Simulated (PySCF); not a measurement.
Oxygen: a sound run and one with changed settings

Sound run: O⁺ [He] 2s2 2p3, O²⁺ [He] 2s2 2p2. Calculation: PySCF 2.14, in aug-cc-pVDZ-DK; the spin-free X2C one-electron Hamiltonian (Gaussian nucleus). The sound run starts from symmetry-adapted Hartree-Fock orbitals and uses a fine grid where one is needed.

Changed run: initial guess 1e, at most 5 SCF cycles. This setting is unsound on purpose.

```
species  method  sound run (hartree)  changed run (hartree)  converged
     O⁺     UHF            -74.40588              -74.40588         no
     O⁺  M06-2X            -74.59985              -74.59985         no
     O⁺   M06-L            -74.61027              -74.61027         no
    O²⁺     UHF            -73.13623              -73.13623         no
    O²⁺  M06-2X            -73.30821              -73.30821        yes
    O²⁺   M06-L            -73.31021              -73.31021         no
```

The SCF was stopped early; the energies are upper bounds that still move, and correlated levels were skipped or rest on poor orbitals.
